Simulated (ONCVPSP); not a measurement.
**Si (Z = 14): ONCV pseudisation with PBE, scalar-relativistic reference atom.**

```
Element                 : silicon
Generator               : ONCVPSP 4.0.1
Type                    : optimised norm-conserving Vanderbilt (ONCV)
Functional              : PBE
Relativity              : scalar-relativistic
Frozen core             : [Ne]
Valence charge          : 4
Reference configuration : 3s1.75 3p2.25
Partial waves           : 3s: rc 1.75 bohr, ncon 5, nbas 8, qcut 4.3 1/bohr, 1 projector; 3p: rc 2.25 bohr, ncon 4, nbas 9, qcut 2.9 1/bohr, 1 projector; d scattering state at 0.45 Ha: rc 1.75 bohr, ncon 4, nbas 9, qcut 6.5 1/bohr, 2 projectors, debl 1.8 Ha
Local potential         : polynomial inside 1.10 bohr (lpopt 5, dvloc0 6 Ha)
Core correction         : Teter function, fcfact 3, rcfact 1.65
```

Poles of the logarithmic derivatives, all-electron (AE) and pseudo (PS). s: poles at 1.8 (AE) and 1.5, 4.9 (PS) Ha. p: poles at 0.9 (AE) and 0.8, 4.3 (PS) Ha. d: poles at 2.3 (AE) and 2.3 (PS) Ha. Test radii: s 1.78, p 2.29, d 1.78 bohr.

* Cutoffs needed: 7.8 Ha and 12 Ha (the cutoffs (Ha) at which the residual kinetic energy of the hardest occupied pseudo-wave falls to 1 and 0.1 mHa per electron) The cutoffs count occupied waves only; projector 2 of the d channel, the hardest unoccupied one, needs 20 Ha at the loose tolerance.
* Ghost test: no bound ghost flagged; no localised positive-energy state flagged
* Largest excitation error: -11 meV (all-electron minus pseudo) for 3s2 3p0, out of 4 test configurations
* rms error of d²Exc/dni dnj: 1.84 mHa without and 1.95 mHa with the model core
